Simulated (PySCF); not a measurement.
Task: What does the GFN2-xTB structure of `CS(=O)(=O)c1coc(F)n1` look like in three dimensions?

Result: 
Z-matrix in Å and degrees, rows numbered from 1:
```
C 
S   1  1.8005
O   2  1.4341  1  110.65
O   2  1.4330  1  110.31  3   132.30
C   2  1.7995  1  102.48  3  -113.88
C   5  1.3579  2  130.58  1   164.84
O   6  1.3559  5  107.98  2   178.13
C   7  1.3303  6  103.81  5    -0.08
F   8  1.3048  7  117.65  6   179.84
N   8  1.2854  7  115.80  6     0.09
H   1  1.0832  2  107.85  3   -76.01
H   1  1.0817  2  107.91  3    43.98
H   1  1.0818  2  107.34  3   164.15
H   6  1.0690  5  133.26  2    -2.01
```

Of the pairs four or more bonds apart, N10···H13 is among the closest relative to their van der Waals radii: 2.60 Å, 94 % of the sum of Bondi's values. S2 (sulfonyl sulfur) is distorted tetrahedral (angles from 102.5° to 117.9°). N10 (pyridine-type nitrogen) is bent (angle 103.8°). The C–O distances run from 1.330 Å (O7–C8, aromatic) to 1.356 Å (C6–O7, aromatic), a spread of 0.026 Å.

Computed geometry: GFN2-xTB, gas phase.

Point group: C1 (no symmetry element, even within 0.4 Å). No frequency check. The numbers are those of one conformer (C1–S2–C5–C6 165°).
